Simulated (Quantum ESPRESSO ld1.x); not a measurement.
Q: Ho I, 67 electrons, occupied as [Xe] 4f11 6s1 7p1 (not the ground configuration). All-electron calculation, scalar-relativistic Kohn-Sham, LDA (Slater exchange, Perdew-Wang correlation), spin-polarised, spherical densities, point nucleus; open shells are filled with parallel spins first. Program: ld1.x of Quantum ESPRESSO 7.5. Some entries of the table are withheld. Estimate them.

orbital  occ.  eigenvalue (hartree)  <r> (bohr)
1s up       1              -2037.91     0.02075
1s down     1              -2037.91     0.02075
2s up       1              -341.031     0.08815
2s down     1              -341.028     0.08814
2p up       3              -302.257     0.07809
2p down     3              -302.255     0.07809
3s up       1              -76.2776      0.2301
3s down     1              -76.2313      0.2301
3p up       3              -64.4302      0.2291
3p down     3              -64.3842      0.2290
3d up       5              -49.3658      0.2080
3d down     5              -49.3298      0.2079
4s up       1              -15.2007      0.5191
4s down     1              -15.1054      0.5191
4p up       3              -11.2996      0.5504
4p down     3              -11.2057      0.5506
4d up       5              -6.03040      0.5966
4d down     5              -5.93865      0.5971
5s up       1              -2.02823       1.273
5s down     1              -1.98111       1.280
5p up       3              -1.12166       1.515
5p down     3              -1.08457       1.524
4f up       7                   (1)         (2)
6s up       1              -0.26265         (3)
6s down     0              -0.22924         (4)
4f down     4                   (5)         (6)
7p up       1              -0.03679       12.42
7p down     0              -0.02700       13.32

A: 
(1) 4f up eigenvalue (hartree): -0.30628
(2) 4f up <r> (bohr): 0.8400
(3) 6s up <r> (bohr): 3.630
(4) 6s down <r> (bohr): 3.703
(5) 4f down eigenvalue (hartree): -0.22633
(6) 4f down <r> (bohr): 0.8643
